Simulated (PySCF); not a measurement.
## From a log to its input

A PySCF 2.14 run on the atoms Br 0 0 0 (angstrom) printed this (some set-up lines and the per-cycle HOMO/LUMO lines with their warnings removed):

```
PySCF version 2.14.0

[INPUT] verbose = 4
[INPUT] num. atoms = 1
[INPUT] num. electrons = 36
[INPUT] charge = -1
[INPUT] spin (= nelec alpha-beta = 2S) = 0
[INPUT] symmetry True subgroup None
[INPUT] Mole.unit = angstrom

nuclear repulsion = 0
point group symmetry = SO3
symmetry origin: [0. 0. 0.]
symmetry axis x: [1. 0. 0.]
symmetry axis y: [0. 1. 0.]
symmetry axis z: [0. 0. 1.]
num. orbitals of irrep s+0 = 5
num. orbitals of irrep p-1 = 4
num. orbitals of irrep p+0 = 4
num. orbitals of irrep p+1 = 4
num. orbitals of irrep d-2 = 3
num. orbitals of irrep d-1 = 3
num. orbitals of irrep d+0 = 3
num. orbitals of irrep d+1 = 3
num. orbitals of irrep d+2 = 3
number of shells = 12
number of NR pGTOs = 74
number of NR cGTOs = 32
basis = def2-svp
ecp = {}

******** <class 'pyscf.df.df_jk.DFSymAdaptedRHF'> ********
method = DFSymAdaptedRHF
initial guess = minao
damping factor = 0
level_shift factor = 0
DIIS = <class 'pyscf.scf.diis.CDIIS'>
diis_start_cycle = 1
diis_space = 8
diis_damp = 0
SCF conv_tol = 1e-09
SCF conv_tol_grad = None
SCF max_cycles = 50
direct_scf = False
Freeze 0 electrons in irreps []
    36 free electrons in irreps s+0 p-1 p+0 p+1 d-2 d-1 d+0 d+1 d+2
Set gradient conv threshold to 3.16228e-05
Initial guess from minao.
******** <class 'pyscf.df.df.DF'> ********
auxbasis = def2-svp-jkfit
init E= -2570.80286393499
cycle= 1 E= -2572.12501448918  delta_E= -1.32  |g|= 0.287  |ddm|= 0.516
cycle= 2 E= -2572.14773072494  delta_E= -0.0227  |g|= 0.153  |ddm|= 0.681
cycle= 3 E= -2572.1498483812  delta_E= -0.00212  |g|= 0.0112  |ddm|= 0.0943
cycle= 4 E= -2572.14986548586  delta_E= -1.71e-05  |g|= 0.00142  |ddm|= 0.0117
cycle= 5 E= -2572.14986621251  delta_E= -7.27e-07  |g|= 0.00012  |ddm|= 0.0048
cycle= 6 E= -2572.14986621873  delta_E= -6.21e-09  |g|= 5e-06  |ddm|= 0.000465
cycle= 7 E= -2572.14986621874  delta_E= -1.14e-11  |g|= 4.58e-08  |ddm|= 1.77e-05
Extra cycle  E= -2572.14986621874  delta_E= 1.36e-12  |g|= 1.2e-08  |ddm|= 2.63e-08
converged SCF energy = -2572.14986621874

******** <class 'pyscf.mp.dfmp2.DFRMP2'> ********
nocc = 18, nmo = 32
E(DFRMP2) = -2572.41373064042  E_corr = -0.263864421688585
E(SCS-DFRMP2) = -2572.39195271621  E_corr = -0.242086497474283
E_corr(same-spin) = -0.0860201637138685
E_corr(oppo-spin) = -0.177844257974716

WARN: System has nonzero charge -1; the dipole moment is origin-dependent.
Location of origin: [0. 0. 0.]

Dipole moment(X, Y, Z, Debye):  0.00000,  0.00000,  0.00000
orbital energies (hartree): [-0.0986 -0.0986 -0.0986  0.7608  1.0627  1.0627]
```

Q: Write the input that gave this log.

A: The input was:

```python
from pyscf import gto, scf, mp

mol = gto.M(
    atom='Br 0 0 0',
    basis='def2-svp',
    charge=-1,
    spin=0,
    symmetry=True,
    verbose=4,
)
mf = scf.RHF(mol)
mf = mf.density_fit()
mf.kernel()
mp.MP2(mf).kernel()
mf.dip_moment()
print('orbital energies (hartree):', mf.mo_energy[..., max(0, mol.nelec[1]-3):mol.nelec[0]+3].round(4))
```

The basis has no diffuse functions, which an anion needs.
